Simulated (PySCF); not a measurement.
**Working out the ionisation energy of Ar²⁺**

Ar²⁺ [Ne] 3s2 3p4 (3P) → Ar³⁺ [Ne] 3s2 3p3 (4S). Calculation: PySCF 2.14, in jorge-DZP-DKH (7s4p1d, 24 functions); the spin-free X2C one-electron Hamiltonian (Gaussian nucleus). Frozen: [Ne]. Energies in hartree (1 hartree = 27.21139 eV):

```json
{"part": "UHF", "Ar²⁺ (lower)": "-527.104253", "Ar³⁺ (upper)": "-525.660514"}
{"part": "CCSD correlation", "Ar²⁺ (lower)": "-0.115408", "Ar³⁺ (upper)": "-0.095865"}
{"part": "(T)", "Ar²⁺ (lower)": "-0.001052", "Ar³⁺ (upper)": "-0.000800"}
```

Question: What does Hartree-Fock give?

Answer: (-525.660514) − (-527.104253) = 1.443739 hartree = 39.286 eV.

Question: What do CCSD and CCSD(T) give?

Answer: The CCSD correlation energies differ by 0.019543 hartree = 0.532 eV and the triples by 0.000252 hartree = 0.007 eV, so CCSD gives 39.818 eV and CCSD(T) 39.825 eV.

Reference: 40.735 ± 0.012 eV (semi-empirical (NIST evaluation); NIST Atomic Spectra Database, ionization energies), between the lowest levels; spin-orbit coupling is absent from the calculation.

A double-zeta basis recovers only part of the correlation energy.

What remains against the reference includes basis incompleteness, the frozen core and higher excitations.
